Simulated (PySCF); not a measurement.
Interval between two levels of Os⁺ by level of theory

Os⁺ [Xe] 4f14 5d6 6s1 [6D9/2, M_J = 9/2] → Os⁺ [Xe] 4f14 5d6 6p1 [6F11/2, M_J = 11/2], as a difference of total energies. Computed with PySCF 2.14 in x2c-SVPall-2c with one added diffuse shell each of s, d type (8s9p10d2f, 99 functions), with the two-component X2C-1e Hamiltonian. "Screened" scales the spin-orbit matrix elements by Boettger's factors to mimic the two-electron term; Breit and QED terms are absent.

```json
{"method": "GHF (spin-free)", "interval between two levels (cm⁻¹)": "50536"}
{"method": "GHF (screened spin-orbit)", "interval between two levels (cm⁻¹)": "51892"}
```

The labels give the starting determinants; with spin-orbit coupling the two ends relaxed to ⟨J²⟩ = 24.77, ⟨L²⟩ = 6.66, ⟨S²⟩ = 8.43 and ⟨J²⟩ = 35.82, ⟨L²⟩ = 12.95, ⟨S²⟩ = 8.39.
